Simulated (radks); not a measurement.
Excited configurations of Cu+: one electron is placed in a higher orbital outside [Ar] 3d9. The ground configuration is [Ar] 3d10. Calculated with a radial shooting solver on a logarithmic mesh with Libxc functionals: non-relativistic Kohn-Sham, LDA (Slater exchange, Perdew-Wang correlation), spin-polarised, spherical densities, point nucleus; open shells are filled with parallel spins first. Excitation = E - E(ground); binding = E(ion) - E, where the ion is the core of charge +2; n* = 2/sqrt(2 binding) in atomic units, and the quantum defect is n - n*.

outer orbital	excitation (eV)	binding (eV)	n*	eigenvalue (eV)	<r> (bohr)
4p	9.265	12.324	2.101	-9.142	3.075
4d	15.462	6.128	2.980	-4.458	5.295
4f	18.068	3.521	3.931	-2.572	8.740
5s	14.288	7.302	2.730	-5.820	5.815
5p	15.854	5.735	3.080	-4.506	6.965
5d	17.989	3.601	3.888	-2.789	10.29
6p	18.238	3.352	4.029	-2.693	12.23
7s	19.041	2.548	4.621	-2.080	16.73
7d	19.930	1.660	5.726	-1.346	24.47
7f	20.357	1.233	6.645	-1.001	32.01

The Delta-SCF ionisation energy is 21.590 eV (NIST Atomic Spectra Database: 20.292 eV, measured). Self-interaction in the functional shifts the binding energies and quantum defects, so they are the method's values and not measured ones. Open shells are spherical and high-spin; term and fine-structure splittings are not resolved.
